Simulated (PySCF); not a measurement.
# How methods differ on the excitation energy of Be

Be [He] 2s2 (1S) → Be [He] 2s1 3d1 (3D), as a difference of total energies. Calculation: PySCF 2.14, in aug-cc-pCVTZ-DK (7s6p4d2f, 59 functions); the spin-free X2C one-electron Hamiltonian (Gaussian nucleus). Correlated levels: valence: 1s2 frozen. The calculations carry no spin-orbit coupling.

```
           method  excitation energy (cm⁻¹)
              UHF                     64239
    MP2 (valence)                     69759
SCS-MP2 (valence)                     71548
   CCSD (valence)                     72521
```

The promoted electron is Rydberg-like, and one or two diffuse shells describe it only roughly, which tends to raise the upper state.

With two correlated electrons CCSD is exact in that space.
